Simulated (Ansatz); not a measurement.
Species: CH3B2N, SMILES `BB=C=N` (charge 0, multiplicity 1).

Problem. Give a relaxed geometry from Ansatz (a first-principles code) with PBE0-D3(BJ)/def2-TZVP.

Solution. Several could match; the one computed here: the end point of this relaxation, one of several conformers (outside a Z-matrix the atoms follow the SMILES, hydrogens last).
Bonded distances (Å): B1–B2 1.564, B1–H5 1.199, B1–H6 1.199, B2–C3 1.414, C3–N4 1.215, N4–H7 1.023. Angles (°): B2–B1–H5 121.6, B2–B1–H6 120.8, H5–B1–H6 117.6, B1–B2–C3 178.7, B2–C3–N4 174.6, C3–N4–H7 117.9.
